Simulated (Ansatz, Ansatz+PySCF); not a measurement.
| atom | x (Å) | y (Å) | z (Å) |
| --- | --- | --- | --- |
| H | 0.0000 | 0.0003 | -1.3349 |
| C | 0.0000 | 0.0001 | -0.1644 |
| P | 0.0000 | -0.0004 | 1.4992 |

Basis set: def2-SVP (spherical functions). Frozen core: 6 orbitals. Charge 0, multiplicity 1.

Computed with Ansatz (development build ahead of 0.2.0); each method stands on the lowest determinant of its kind that the runs found. Restricted open shells among the atoms or ions are ROHF, correlated in semicanonical orbitals with singles.

(1) Give the atomization energy at this shape (free ground-state atoms in the same class of orbitals less the molecule, no zero-point energy) of singlet CHP by UHF-CCSDT(Q), RHF-CCSD(T), UHF-CCSD(T), RHF-MP2, UHF-MP2, RHF, UHF.

Results:

(1)

```tsv
method	atomization energy
UHF-CCSDT(Q)	941.6 kJ/mol
RHF-CCSD(T)	937.8 kJ/mol
UHF-CCSD(T)	926.7 kJ/mol
RHF-MP2	964.8 kJ/mol
UHF-MP2	829.8 kJ/mol
RHF	574.8 kJ/mol
UHF	625.8 kJ/mol
```

Caution: the shape is not the minimum. Caution for UHF-CCSDT(Q), UHF-CCSD(T), UHF-MP2: a plain start can end on a higher determinant. Caution for UHF-CCSDT(Q), UHF-CCSD(T), UHF-MP2, UHF: the unrestricted determinant is a mixture of spin states. Caution for RHF-CCSD(T), RHF-MP2, RHF: an unrestricted determinant lies well below. Caution for UHF-CCSD(T): another reference gives a lower total.
